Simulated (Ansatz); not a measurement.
A run on CH$_{4}$AlFO$_{2}$ with other settings.

```yaml
crystal:
  periodic: [false, false, false]
  atoms:
    - {symbol: O, position_ang: [-0.579986, 0.232641, 0.924989]}
    - {symbol: Al, position_ang: [0.238050, 1.275944, -0.460934]}
    - {symbol: C, position_ang: [-0.190194, -0.624108, -0.384540]}
    - {symbol: O, position_ang: [0.715325, -1.583786, -0.055014]}
    - {symbol: F, position_ang: [-0.865235, 2.274938, -1.185423]}
    - {symbol: H, position_ang: [0.011212, -0.046898, 1.635133]}
    - {symbol: H, position_ang: [1.652141, 1.836638, -0.055314]}
    - {symbol: H, position_ang: [-1.162852, -1.024144, -0.673464]}
    - {symbol: H, position_ang: [0.270237, -2.387625, 0.237365]}
basis:
  gaussian: {orbitals: aug-cc-pVDZ}
hamiltonian: {xc: {name: LC-wPBE}}
scf: {lower_state_search: light}
output: {forces: true}
```

```sh
$ ansatz run in.yaml --threads 2 --pin off --events-out ev --progress --plain --max-ram 4352MiB
```

Output, abridged:

```
Functional definition: LC-wPBE
1338 factors; their error is unknown
696 factors; integrals over basis functions are off by at most 1.0e-5 eV
mean field evaluation 1: about -14499.1751 eV, gradient 6.2e1 eV
mean field evaluation 2: about -14499.1773 eV, gradient 6.7e1 eV
mean field evaluation 4: about -14505.8702 eV, gradient 2.5e0 eV
mean field evaluation 8: about -14505.8801 eV, gradient 5.2e-2 eV
mean field evaluation 16: about -14505.8297 eV, gradient 1.7e-4 eV
mean field -14505.82971239 eV, -533.0794095259 hartree, gradient 1.3e-5 eV, S^2 0.000000; 0 other end points of the search recorded, 0 dependent functions left out
reference -14505.82971241 eV, -533.0794095265 hartree; 24, 24 occupied and 131, 131 virtual orbitals, 1338 factors
Total energy: -14505.82971241 eV, -533.0794095265 hartree
Atom 0 at    -0.579986     0.232641     0.924989 Å, force    -0.087076    -0.313613     0.045026 eV/Å
Atom 1 at     0.238050     1.275944    -0.460934 Å, force     0.778918    -0.250714     0.123848 eV/Å
Atom 2 at    -0.190194    -0.624108    -0.384540 Å, force    -0.166178     0.296675     0.105303 eV/Å
Atom 3 at     0.715325    -1.583786    -0.055014 Å, force     0.200834    -0.158915     0.107088 eV/Å
Atom 4 at    -0.865235     2.274938    -1.185423 Å, force    -0.624695     0.543201    -0.406064 eV/Å
Atom 5 at     0.011212    -0.046898     1.635133 Å, force     0.025571    -0.020773     0.090570 eV/Å
Atom 6 at     1.652141     1.836638    -0.055314 Å, force     0.032939     0.011579     0.002326 eV/Å
Atom 7 at    -1.162852    -1.024144    -0.673464 Å, force    -0.151340    -0.071057    -0.066885 eV/Å
Atom 8 at     0.270237    -2.387625     0.237365 Å, force    -0.008973    -0.036383    -0.001212 eV/Å
Dipole moment:     0.001959    -0.792758     0.411651 e Å
```

Hardware: 2 threads of an Arm Neoverse V2 on a shared host. Wall time 3.5 s, peak host memory 0.44 GiB.
